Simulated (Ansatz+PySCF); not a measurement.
Values are calculated unless marked as measured or tabulated.
This PySCF input gave a total energy of -993.37134 hartree.

```python
from pyscf import gto, scf

mol = gto.M(atom="""
S -0.003610 0.008450 0.003950
F 1.584580 0.005900 0.007060
F -1.573670 -0.007150 -0.000370
F 0.009090 1.580800 -0.004170
F 0.001240 -1.587600 -0.007080
F -0.003780 0.007010 1.574610
F -0.003250 -0.009260 -1.578720
""", basis='def2-svp', charge=0, spin=0)
mf = scf.RHF(mol)
mf.init_guess = 'huckel'
mf.kernel()
while True:  # follow internal instabilities
    mo, _, stable, _ = mf.stability(return_status=True)
    if stable: break
    mf.kernel(mf.make_rdm1(mo, mf.mo_occ))
print(mf.converged, mf.e_tot, mf.spin_square()[0])
```

Task: Write an input for Ansatz with the same method and basis set.

Result:

```yaml
crystal:
  periodic: [false, false, false]
  atoms:
    - { symbol: S, position_ang: [-0.00361, 0.00845, 0.00395] }
    - { symbol: F, position_ang: [1.58458, 0.0059, 0.00706] }
    - { symbol: F, position_ang: [-1.57367, -0.00715, -0.00037] }
    - { symbol: F, position_ang: [0.00909, 1.5808, -0.00417] }
    - { symbol: F, position_ang: [0.00124, -1.5876, -0.00708] }
    - { symbol: F, position_ang: [-0.00378, 0.00701, 1.57461] }
    - { symbol: F, position_ang: [-0.00325, -0.00926, -1.57872] }
basis:
  gaussian: { orbitals: def2-SVP }
hamiltonian:
  xc: hf
```

Ansatz (development build ahead of 0.2.0) gave -993.37133 hartree, 0.27 meV from the first.
